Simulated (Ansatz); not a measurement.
Stepwise reaction of `[F][Al]([F])[Br]` with water, as a gas-phase model of exchange steps in deposition or etching. ΔE in kJ/mol; ΔG adds harmonic PBE0-D4 terms to CCSD(T)/CBS, at 1 bar.

Calculated with Ansatz (gas phase, PBE0-D4/def2-TZVP geometries, no zero-point term in ΔE). CBS: MP2 limit from def2 TZ/QZ plus the TZ coupled-cluster correction, frozen cores. This one scheme is used for every species. DFT in def2-TZVPP. B3LYP here is the variant with VWN-RPA as its local correlation; programs differ in this. For Br outer-core shells are correlated without core-valence functions, which leaves a few kJ/mol of doubt a bond. Scalar relativity is left out up to krypton. Each species was taken in one conformer, which may not be the lowest.

```json
{"step": "1", "reaction": "`[F][Al]([F])[Br]` + H₂O → `[OH][Al]([F])[Br]` + H–F", "PBE-D4": "39.3", "B3LYP-D4": "41.0", "ωB97M-V": "40.6", "CCSD(T)/CBS": "41.9", "ΔG(500 K)": "40.9"}
```

(1) Give the row of step 2, `[OH][Al]([F])[Br]` + H₂O → `[OH][Al]([OH])[Br]` + H–F. (Estimate.)

(2) By hand: ΔE of the 2 steps together at CCSD(T)/CBS.

Results:

(1) Ansatz gave: 
```tsv
step	reaction	PBE-D4	B3LYP-D4	ωB97M-V	CCSD(T)/CBS	ΔG(500 K)
2	`[OH][Al]([F])[Br]` + H₂O → `[OH][Al]([OH])[Br]` + H–F	42.4	44.3	43.8	44.9	49.2
```

(2) (41.9) + (44.9) = 86.8 kJ/mol, or 43.4 kJ/mol a step.

In ΔE the steps differ by no more than 3.0 kJ/mol. All are uphill at CCSD(T)/CBS. ΔG lies between 40.9 and 49.2 kJ/mol a step. PBE-D4 differs from CCSD(T)/CBS by -2.6 to -2.5 kJ/mol a step. Isolated molecules leave out the surface, adducts and barriers. Largest T1 diagnostic: 0.010.
